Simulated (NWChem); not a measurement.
System: C₃H₃ClF₂; SMILES FC(F)/C=C/Cl

Input file for NWChem:

```
start job
memory heap 200 mb stack 900 mb global 1100 mb
geometry units angstroms noautosym nocenter noautoz
  F     -0.960447     2.292885    -0.313425
  C     -0.063513     1.558706     0.385401
  F      1.152203     1.739094    -0.175206
  C     -0.461609     0.118731     0.367448
  C      0.359480    -0.836883    -0.061519
  Cl    -0.058578    -2.502010    -0.090022
  H     -0.027667     1.968396     1.412158
  H     -1.465802    -0.111871     0.733321
  H      1.366056    -0.621892    -0.427332
end
basis spherical
  * library pcsseg-1
end
dft
  xc slater vwn_5
  iterations 150
end
property
  shielding
end
task dft property
```

Geometry: optimised at PBE0/def2-SVP.

GIAO values for the isolated, static molecule; σ is the absolute isotropic shielding, δ = σ(reference) − σ with the isolated reference molecule computed at the same levels (13C: tetramethylsilane, 19F: trichlorofluoromethane, 1H: tetramethylsilane).

Atoms are numbered as in the input.

Task: Predict the main results of this run. (LDA (Slater exchange, VWN5)/pcSseg-1, GIAO.) Quantities: δ F1 (ppm); δ C2 (ppm); δ F3 (ppm); δ C4 (ppm); σ Cl6 (ppm); δ H7 (ppm); δ H9 (ppm).

Result: The δ F1 (ppm) comes out as -142.7 and the δ C2 (ppm) comes out as 123.6. The δ F3 (ppm) is -171.5, the δ C4 (ppm) is 138.2 and the σ Cl6 (ppm) is 677.1. The δ H7 (ppm) comes out as 6.58. The δ H9 (ppm) is 6.64.
